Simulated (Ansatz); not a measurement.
Basis-set extrapolation for C$_{2}$H$_{4}$AlNO (PBE0-D4/def2-TZVP geometry, frozen core, the Gaussian-basis code of Ansatz). Multiplicity 1, RHF reference.

```csv
,def2-TZVPP,def2-QZVPP
HF,-449.301919,-449.318358
MP2 correlation,-0.830716,-0.889156
CCSD(T) correlation,-0.893914,not run
```

Energies in hartree. Use E(X) = E(∞) + A·exp(−7.88·√X) for Hartree–Fock and E(X) = E(∞) + B·X^(−2.97) for correlation, with X = 3 and 4, and add CCSD(T) minus MP2 of the smaller set to the MP2 limit.

Q: What is the CCSD(T) energy at the basis-set limit?

A: HF limit: -449.318358 + (-0.016439) × 0.13774 = -449.32062. MP2 limit: -0.889156 + (-0.058440) × 0.74074 = -0.93244. Higher-order term: -0.893914 − (-0.830716) = -0.06320. Total: -450.31626 hartree, 316.2 kJ/mol below CCSD(T)/def2-TZVPP.
